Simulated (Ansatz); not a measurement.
**Molecular dynamics of BF₂H₃O**

input.yaml

```yaml
crystal:
  periodic: [false, false, false]
  atoms:
    - { symbol: B, position_ang: [-0.447631, -0.267978, -0.133828] }
    - { symbol: H, position_ang: [0.241701, -0.013764, -1.309063] }
    - { symbol: F, position_ang: [-0.796486, -1.602532, -0.087219] }
    - { symbol: F, position_ang: [-1.464154, 0.675673, 0.016092] }
    - { symbol: H, position_ang: [0.904598, 0.276197, -0.555655] }
    - { symbol: O, position_ang: [0.828171, 0.093094, 0.715126] }
    - { symbol: H, position_ang: [0.7338, 0.839408, 1.354646] }
magnetization:
  spin_polarized: true
basis:
  gaussian: { orbitals: "6-31G" }
hamiltonian:
  xc: pbe
  dispersion: d4
md:
  timestep: 0.5
  n_steps: 200
  ensemble: nve
  temperature: 100.0
  initial_velocities: maxwell_boltzmann
  seed: 7427
```

Launched with:

```bash
$ ansatz run input.yaml --threads 1 --pin off --max-ram 2048MiB --backend cpu --events-out ev --progress --plain --runs-dir out
```

It starts at the highest image of a converged band. Of that band: Neighbouring images differ by up to 1.3 eV, so the band resolves the path poorly. A vibrational analysis at the climbing image gives one clearly imaginary mode, 1312i cm⁻¹: a first-order saddle point.

Output, in part (step lines, the closing report, with atoms numbered from 0):

```
md step     0: t =     0.00 fs  T =   100.0 K  F+E_penalty+E_count = -8197.18923557 eV  E_kin = 0.064630 eV  conserved = -8197.12460557 eV  (25 SCF iters)
md step     1: t =     0.50 fs  T =    98.0 K  F+E_penalty+E_count = -8197.18793293 eV  E_kin = 0.063349 eV  conserved = -8197.12458376 eV  (22 SCF iters)
md step     2: t =     1.00 fs  T =    92.7 K  F+E_penalty+E_count = -8197.18446652 eV  E_kin = 0.059940 eV  conserved = -8197.12452649 eV  (22 SCF iters)
md step     3: t =     1.50 fs  T =    85.5 K  F+E_penalty+E_count = -8197.17972297 eV  E_kin = 0.055266 eV  conserved = -8197.12445717 eV  (22 SCF iters)
md step     4: t =     2.00 fs  T =    77.9 K  F+E_penalty+E_count = -8197.17477585 eV  E_kin = 0.050371 eV  conserved = -8197.12440489 eV  (22 SCF iters)
md step     5: t =     2.50 fs  T =    71.3 K  F+E_penalty+E_count = -8197.17043998 eV  E_kin = 0.046051 eV  conserved = -8197.12438920 eV  (22 SCF iters)
md step     6: t =     3.00 fs  T =    65.9 K  F+E_penalty+E_count = -8197.16697456 eV  E_kin = 0.042566 eV  conserved = -8197.12440886 eV  (22 SCF iters)
md step     7: t =     3.50 fs  T =    61.4 K  F+E_penalty+E_count = -8197.16409839 eV  E_kin = 0.039654 eV  conserved = -8197.12444418 eV  (22 SCF iters)
[... lines left out ...]
Total energy: -8197.62109436 eV, -301.2570186707 hartree
Atom 0 at    -1.119293    -0.453277    -0.756157 Å, force     0.319323    -0.487956     1.164943 eV/Å
Atom 1 at    -1.148987    -0.499867    -1.966588 Å, force    -0.026147     0.333997     0.471761 eV/Å
Atom 2 at    -0.717035    -1.643557    -0.090884 Å, force    -0.669046     1.737236    -0.548314 eV/Å
Atom 3 at    -1.526451     0.665248     0.001025 Å, force     0.438954    -1.542125    -0.920067 eV/Å
Atom 4 at     0.857110    -0.021641     1.880064 Å, force     0.382129     0.417536    -0.100204 eV/Å
Atom 5 at     1.277315     0.318628     1.057081 Å, force    -1.474084    -1.649474    -0.784685 eV/Å
Atom 6 at     1.922895     1.000570     1.175979 Å, force     1.028872     1.190786     0.716567 eV/Å
Dipole moment:     0.168895     0.211030     0.224983 e Å
```

The steps, from the saved trajectory:

| time (fs) | T (K) | potential energy less start (eV) | conserved less start (meV/atom) |
| --- | --- | --- | --- |
| 0.0 | 100 | 0.000 | 0.00 |
| 3.0 | 66 | 0.022 | 0.03 |
| 6.0 | 37 | 0.041 | 0.03 |
| 9.0 | 47 | 0.034 | 0.01 |
| 12.0 | 72 | 0.019 | 0.05 |
| 15.0 | 254 | -0.099 | 0.08 |
| 18.0 | 716 | -0.399 | -0.08 |
| 21.0 | 1169 | -0.691 | -0.04 |
| 24.0 | 1412 | -0.849 | -0.10 |
| 27.0 | 1570 | -0.950 | -0.07 |
| 30.0 | 1686 | -1.024 | 0.10 |
| 33.0 | 1686 | -1.027 | -0.26 |
| 36.0 | 1332 | -0.795 | 0.12 |
| 39.0 | 1514 | -0.915 | -0.14 |
| 42.0 | 1347 | -0.807 | -0.20 |
| 45.0 | 993 | -0.577 | 0.05 |
| 48.0 | 1054 | -0.618 | -0.25 |
| 51.0 | 949 | -0.550 | -0.18 |
| 54.0 | 633 | -0.344 | 0.12 |
| 57.0 | 869 | -0.499 | -0.29 |
| 60.0 | 873 | -0.499 | 0.03 |
| 63.0 | 903 | -0.520 | -0.08 |
| 66.0 | 867 | -0.496 | -0.08 |
| 69.0 | 879 | -0.502 | 0.12 |
| 72.0 | 1034 | -0.605 | -0.15 |
| 75.0 | 1024 | -0.597 | -0.05 |
| 78.0 | 958 | -0.554 | -0.02 |
| 81.0 | 930 | -0.538 | -0.23 |
| 84.0 | 702 | -0.388 | 0.12 |
| 87.0 | 914 | -0.528 | -0.25 |
| 90.0 | 791 | -0.447 | -0.06 |
| 93.0 | 738 | -0.412 | 0.01 |
| 96.0 | 812 | -0.461 | -0.16 |
| 99.0 | 730 | -0.407 | 0.05 |

The run went to its last step. The conserved energy stayed within 0.33 meV per atom of its start (net change -0.17 meV per atom), so the integration is sound. The system heated up, since it started high on the potential surface and ran downhill. A run of 0.1 ps of so small a system gives no equilibrium averages. The orbitals stay closed-shell, which can raise the energy where a bond breaks towards radicals; this wasn't checked here. Limits of this set-up: no polarisation functions.

The step under study would form B1–O6, H2–H5 and break B1–H2, H5–O6. These pairs go: B1–O6 1.57 → 3.10 Å, H2–H5 1.04 → 4.36 Å, B1–H2 1.39 → 1.21 Å, H5–O6 1.29 → 0.98 Å. In the last frame they stand as before the step (other bonds may differ from the relaxed reactants and products). It ends as BF2H + H2O. Pairs count as bonded within 1.25 times the sum of covalent radii (0.12 Å more for H–H).

Last frame:

```xyz
7
Properties=species:S:1:pos:R:3
B -1.119 -0.453 -0.756
H -1.149 -0.500 -1.967
F -0.717 -1.644 -0.091
F -1.526 0.665 0.001
H 0.857 -0.022 1.880
O 1.277 0.319 1.057
H 1.923 1.001 1.176
```

The run took 10 min on 1 thread of Intel(R) Xeon(R) Processor @ 2.50GHz (Skylake/Cascade Lake) (shared host), peak memory 0.11 GiB.
